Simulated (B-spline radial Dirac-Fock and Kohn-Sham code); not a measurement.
What relativity does to the binding energies of As²⁴⁺

System: the As²⁴⁺ ion, configuration [He] 2s2 2p5.

Both columns are ΔSCF binding energies of the configuration average from an atomic code on a B-spline grid: non-relativistic Hartree-Fock with a point nucleus, and Dirac-Fock with a finite nucleus and the Coulomb interaction alone, averaged over the two j levels with weights 2j+1.

```csv
shell,Hartree-Fock (eV),Dirac-Fock (eV),shift (eV),shift (%)
1s,12971.5,13158.5,+186.97,+1.44
2s,2625.0,2672.5,+47.50,+1.81
2p,2486.2,2501.4,+15.20,+0.61
```

Relativity binds 1s, 2s, 2p more strongly, among those listed most of all 2s in relative terms.

Values without a named source are computed, but for edge energies of neutral atoms, which are taken from tables.
